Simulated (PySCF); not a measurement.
How methods differ on the ionisation energy of Ge⁺

Ge⁺ [Ar] 3d10 4s2 4p1 [4p1/2^1, M_J = 1/2] → Ge²⁺ [Ar] 3d10 4s2, as a difference of total energies. All numbers are calculated (PySCF 2.14, the two-component X2C-1e Hamiltonian, in x2c-TZVPPall-2c (6s7p4d1f, 54 functions)). Correlated levels: [Ne] frozen. "Screened" scales the spin-orbit matrix elements by Boettger's factors to mimic the two-electron term; Breit and QED terms are absent.

```tsv
method	ionisation energy (eV)	error (eV)
GHF (spin-free)	15.232	-0.703
GMP2 (spin-free)	15.571	-0.364
GHF (screened spin-orbit)	15.374	-0.561
GMP2 (screened spin-orbit)	15.719	-0.216
```

Reference: 15.935 eV (measured; NIST Atomic Spectra Database, ionization energies).

The spin-free rows lack the spin-orbit shift.

Errors of the correlated levels include the incompleteness of this basis and the frozen core.
